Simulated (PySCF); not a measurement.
Species: C7H10N2.
Bonds: C1–N2, N2–C3, N2–C4, C4–C5 (aromatic), C5–C6 (aromatic), C6–C7 (aromatic), C7–C8 (aromatic), C8–N9 (aromatic), C4–N9 (aromatic). Hydrogens: H10, H11, H12 on C1; H13, H14, H15 on C3; H16 on C5; H17 on C6; H18 on C7; H19 on C8.

The same species was optimised twice, with GFN2-xTB and with PBE0-D3(BJ)/def2-SVP (PySCF), and the same property calculations (PySCF, gas phase) were run on both structures.

```tsv
coordinate	GFN2-xTB	PBE0-D3(BJ)/def2-SVP	change
N2–C4 (Å)	1.359	1.370	+0.011
C7–C8 (Å)	1.382	1.392	+0.010
C5–C6 (Å)	1.376	1.385	+0.009
C4–C5 (Å)	1.409	1.418	+0.009
C8–N9 (Å)	1.320	1.326	+0.006
C6–C7 (Å)	1.391	1.396	+0.005
C1–N2 (Å)	1.441	1.436	-0.005
C4–N9 (Å)	1.338	1.339	+0.001
N2–C3 (Å)	1.441	1.441	0.000
C1–N2–C4 (°)	121.7	120.4	-1.3
N2–C4–N9 (°)	116.7	117.7	+1.0
C1–N2–C3 (°)	117.5	118.3	+0.8
N2–C4–C5 (°)	122.0	121.3	-0.7
C3–N2–C4 (°)	120.8	121.4	+0.6
C6–C7–C8 (°)	117.4	116.8	-0.6
C5–C6–C7 (°)	119.7	120.1	+0.4
C4–N9–C8 (°)	119.0	119.3	+0.3
C1–N2–C4–C5 (°)	1	0	-1
```

Rotational constants: A = 3620, B = 1287, C = 960.7 MHz (GFN2-xTB) against A = 3591, B = 1274, C = 951.7 MHz (PBE0-D3(BJ)/def2-SVP). Point groups within 0.08 Å: Cs and Cs.

On the GFN2-xTB structure: HOMO (eV) -5.68 [PBE0/pcSseg-1]; LUMO (eV) -0.33 [PBE0/pcSseg-1]; dipole (D) 2.00 [PBE0/pcSseg-1]; GIAO shielding of C1/C3 (mean) (ppm) 150.4 [PBE0/pcSseg-1]; GIAO shielding of N2 (ppm) 185.0 [PBE0/pcSseg-1]; GIAO shielding of C4 (ppm) 26.1 [PBE0/pcSseg-1]; GIAO shielding of C5 (ppm) 81.6 [PBE0/pcSseg-1]; GIAO shielding of C6 (ppm) 43.4 [PBE0/pcSseg-1]; GIAO shielding of C7 (ppm) 72.6 [PBE0/pcSseg-1]; GIAO shielding of C8 (ppm) 32.3 [PBE0/pcSseg-1]; GIAO shielding of N9 (ppm) -32.2 [PBE0/pcSseg-1].

**Question.** What do these properties become on the PBE0-D3(BJ)/def2-SVP structure?

**Answer.** 
```json
{"property": "HOMO (eV)", "level": "PBE0/pcSseg-1", "on GFN2-xTB": "-5.68", "on PBE0-D3(BJ)/def2-SVP": "-5.72", "change": "-0.04"}
{"property": "LUMO (eV)", "level": "PBE0/pcSseg-1", "on GFN2-xTB": "-0.33", "on PBE0-D3(BJ)/def2-SVP": "-0.38", "change": "-0.05"}
{"property": "dipole (D)", "level": "PBE0/pcSseg-1", "on GFN2-xTB": "2.00", "on PBE0-D3(BJ)/def2-SVP": "1.95", "change": "-0.05"}
{"property": "energy, GFN2-xTB geometry as zero (kcal/mol)", "level": "PBE0/pcSseg-1", "on GFN2-xTB": "0.0", "on PBE0-D3(BJ)/def2-SVP": "-0.3", "change": "-0.3"}
{"property": "GIAO shielding of C1/C3 (mean) (ppm)", "level": "PBE0/pcSseg-1", "on GFN2-xTB": "150.4", "on PBE0-D3(BJ)/def2-SVP": "149.2", "change": "-1.2"}
{"property": "GIAO shielding of N2 (ppm)", "level": "PBE0/pcSseg-1", "on GFN2-xTB": "185.0", "on PBE0-D3(BJ)/def2-SVP": "183.8", "change": "-1.2"}
{"property": "GIAO shielding of C4 (ppm)", "level": "PBE0/pcSseg-1", "on GFN2-xTB": "26.1", "on PBE0-D3(BJ)/def2-SVP": "24.5", "change": "-1.6"}
{"property": "GIAO shielding of C5 (ppm)", "level": "PBE0/pcSseg-1", "on GFN2-xTB": "81.6", "on PBE0-D3(BJ)/def2-SVP": "78.5", "change": "-3.1"}
{"property": "GIAO shielding of C6 (ppm)", "level": "PBE0/pcSseg-1", "on GFN2-xTB": "43.4", "on PBE0-D3(BJ)/def2-SVP": "41.5", "change": "-1.9"}
{"property": "GIAO shielding of C7 (ppm)", "level": "PBE0/pcSseg-1", "on GFN2-xTB": "72.6", "on PBE0-D3(BJ)/def2-SVP": "69.3", "change": "-3.3"}
{"property": "GIAO shielding of C8 (ppm)", "level": "PBE0/pcSseg-1", "on GFN2-xTB": "32.3", "on PBE0-D3(BJ)/def2-SVP": "30.4", "change": "-1.9"}
{"property": "GIAO shielding of N9 (ppm)", "level": "PBE0/pcSseg-1", "on GFN2-xTB": "-32.2", "on PBE0-D3(BJ)/def2-SVP": "-34.2", "change": "-2.0"}
```

The heavy atoms differ by 0.019 Å rms after alignment. Among bonds between heavy atoms N2–C4 and C7–C8 change most and about equally (+0.010 to +0.011 Å). Changes are differences of the printed values. Neither structure is proved a minimum here.

The values belong to the conformer `[CH3:1][N:2]([CH3:3])[c:4]1[cH:5][cH:6][cH:7][cH:8][n:9]1`: C1–N2–C4–C5 0°.
